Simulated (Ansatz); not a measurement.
Frontier orbitals of `O=C(S)[TeH]`.

The species carries charge 0 and has multiplicity 1. Correlated methods include outer-core shells of Te, which these sets cover unevenly. Te takes the def2 core potential. Geometry: relaxed with PBE0-D4/def2-TZVP. It is one conformer, not always the lowest. Basis def2-TZVPP, Ansatz 0.2.0.

```tsv
functional	HOMO (eV)	LUMO (eV)	gap (eV)
PBE	-5.89	-2.59	3.30
BLYP	-5.72	-2.48	3.24
PBE0	-6.96	-1.80	5.16
r2SCAN0	-7.14	-1.74	5.40
CAM-B3LYP	-8.19	-0.77	7.42
LC-ωPBE	-9.50	0.35	9.85
ωB97M-V	-9.03	0.10	9.13
```

From PBE to PBE0 the HOMO moves by −1.06 eV and the LUMO by +0.79 eV, and with ωB97M-V by −3.14 and +2.69 eV, so the gap grows from 3.30 to 9.14 eV with exact exchange. A positive LUMO is unbound and depends on the basis.

LC-ωPBE has ω = 0.4 bohr⁻¹.
